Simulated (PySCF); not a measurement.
Geometry:
```tsv
atom	x (Å)	y (Å)	z (Å)
Al1	0.559	0.966	-0.039
Cl2	2.636	0.986	0.012
Cl3	-0.494	2.754	-0.161
N4	-0.302	-0.560	0.012
C5	-0.886	-1.611	0.039
O6	-1.450	-2.630	0.066
```

A single conformation, no relativistic terms, one averaged value for each set of equivalent atoms, no solvent. Shieldings: GIAO B3LYP/pcSseg-1 (pcSseg-2 on Al); coordinates at the PBE0-D3(BJ)/def2-SVP level; PySCF 2.14.0 with density-fitted response routines.

Shifts are taken against calculated references (same method and geometry level): ¹³C (179.24 ppm) vs TMS; ²⁷Al (571.15 ppm) vs [Al(H2O)6]3+; ³⁵Cl (930.46 ppm) vs HCl; NH3 for ¹⁵N (263.54 ppm); H2O for ¹⁷O (334.04 ppm).

```json
{"atoms": "Cl2/Cl3", "nucleus": "³⁵Cl", "count": "2", "δ (ppm)": "?"}
{"atoms": "O6", "nucleus": "¹⁷O", "count": "1", "δ (ppm)": "143.8"}
{"atoms": "C5", "nucleus": "¹³C", "count": "1", "δ (ppm)": "125.5"}
{"atoms": "N4", "nucleus": "¹⁵N", "count": "1", "δ (ppm)": "?"}
{"atoms": "Al1", "nucleus": "²⁷Al", "count": "1", "δ (ppm)": "137.5"}
```

Question: Complete the table.

Answer: 
- Cl2/Cl3: -3 ppm, chlorine bonded to Al
- N4: 50.7 ppm, nitrogen bonded to C, Al

Shifts are as computed, not scaled to solution data. Of 1211 compounds with measured shifts, 218 miss one by over three times the rms of a fit or turn the order of signals round; such compounds aren't used in these exercises. Experimental scales use liquid or dissolved standards, which lie at an offset from isolated NH3 (liquid NH3: subtract about 20 ppm) and H2O (liquid H2O: subtract about 36 ppm).
